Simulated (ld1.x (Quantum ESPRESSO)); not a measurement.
**An all-electron radial function and its pseudo partner (silver)**

Columns: radius, all-electron u(r) and pseudo u(r) of the 4d shell (level -43.74 eV) of silver in the configuration [Kr] 4d8 5s0 5p0; PBE, scalar-relativistic, TM scheme, ld1.x (Quantum ESPRESSO) 7.5.

```
r (bohr)  all-electron   pseudo
   0.108        0.2658  -0.0077
   0.215        0.4916  -0.0563
   0.322        0.3386  -0.1668
   0.430       -0.0007  -0.3325
   0.538       -0.3486  -0.5210
   0.645       -0.6238  -0.6951
   0.752       -0.8114  -0.8320
   0.860       -0.9190  -0.9219
   0.968       -0.9617  -0.9618
   1.075       -0.9586  -0.9586
   1.182       -0.9254  -0.9254
   1.290       -0.8732  -0.8732
   1.398       -0.8106  -0.8106
   1.505       -0.7440  -0.7440
   1.612       -0.6765  -0.6765
   1.720       -0.6100  -0.6100
   1.828       -0.5467  -0.5467
   1.935       -0.4880  -0.4880
   2.042       -0.4338  -0.4338
   2.150       -0.3839  -0.3839
   2.258       -0.3386  -0.3386
   2.365       -0.2982  -0.2982
   2.472       -0.2620  -0.2620
   2.580       -0.2294  -0.2294
   2.688       -0.2004  -0.2004
   2.795       -0.1749  -0.1749
```

How many radial nodes do the two functions have?

The all-electron 4d function has n − l − 1 = 1; the pseudo-wave has 0, since the states of the same l below it are removed with the core.

At about which radius was the pseudo-wave matched?

1.05 bohr, where the columns begin to agree (steps of 0.11 bohr).

Where does each function peak?

Outermost all-electron maximum near 0.97 bohr, pseudo maximum near 0.97 bohr (to the table’s step).

Is the pseudo-wave norm-conserving?

Yes: the TM scheme keeps the norm inside the radius equal to the all-electron one, which fixes the energy derivative of the logarithmic derivative at the level.
